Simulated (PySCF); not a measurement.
Level of theory: PySCF with PBE-D3(BJ)/def2-TZVP // r2SCAN-D4/def2-SVP. All species are isolated molecules in the gas phase. 

Reference species: [Hf(Cl)2(H)2] (neutral, multiplicity 1).

The coordination number comes out as 4 and the HOMO–LUMO gap is 4.14 eV. The charge on the central atom (Mulliken) is 0.84 e and the mean distance from the central atom to its bonded neighbours comes out as 2.085 Å.

Changed species: [Hf(Cl)3(H)] (1 of 4 Cl replaced by H; the reference has 2 of 4 Cl replaced by H).

Question: Predict the effect on the coordination number, HOMO–LUMO gap, charge on the central atom (Mulliken) and mean distance from the central atom to its bonded neighbours.

Answer: the coordination number stays essentially unchanged; the HOMO–LUMO gap rises by 0.59 eV, to 4.73 eV; the charge on the central atom (Mulliken) increases by 0.10 e, to 0.94 e; the mean distance from the central atom to its bonded neighbours increases by 0.122 Å, to 2.207 Å.
